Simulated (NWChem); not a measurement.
System: C7H7, doublet; SMILES [CH]1C2C=CC1C=C2

```xyz
14

C     -1.3450    -0.0675     0.0000
C     -0.3112     0.0090     1.1267
C      0.5312    -1.2096     0.6705
C      0.5312    -1.2096    -0.6705
C     -0.3112     0.0090    -1.1267
C      0.4223     1.2863    -0.6684
C      0.4223     1.2863     0.6684
H     -2.1498    -0.8038     0.0000
H     -0.6579    -0.0094     2.1611
H      1.0316    -1.9033     1.3380
H      1.0316    -1.9033    -1.3380
H     -0.6579    -0.0094    -2.1611
H      0.8827     2.0030    -1.3391
H      0.8827     2.0030     1.3391
```
Atoms are numbered in this order, from 1.

Results from NWChem. Pople sets run with spherical d functions. Spin-unrestricted. In the optimisation the excess spin sits in a' (Cs, its own frame). Structure relaxed at the B3LYP/6-31G* (spherical d), spin-unrestricted level. No stability test was run on the SCF state. Total energies compare along this basis series because the functional is fixed.

| level | basis functions | energy (Ha) | highest occupied level (eV) | lowest empty minus highest occupied level, either spin (eV) | dipole (D) | <S²> | relative time |
|---|---|---|---|---|---|---|---|
| PBE/STO-3G | 42 | -267.1672 | -2.05 | 2.91 | 0.49 | 0.753 | 1 |
| PBE/3-21G | 77 | -268.9724 | -3.82 | 2.19 | 0.84 | 0.753 | 2 |
| PBE/6-31G* | 112 | -270.4398 | -3.80 | 2.18 | 0.80 | 0.753 | 4 |
| PBE/6-31+G* | 140 | -270.4521 | -4.15 | 2.05 | 0.92 | 0.753 | 9 |
| PBE/6-311G** | 168 | -270.5128 | -4.09 | 2.09 | 0.82 | 0.753 | 8 |

Relative times are rough (shared machine, one core).
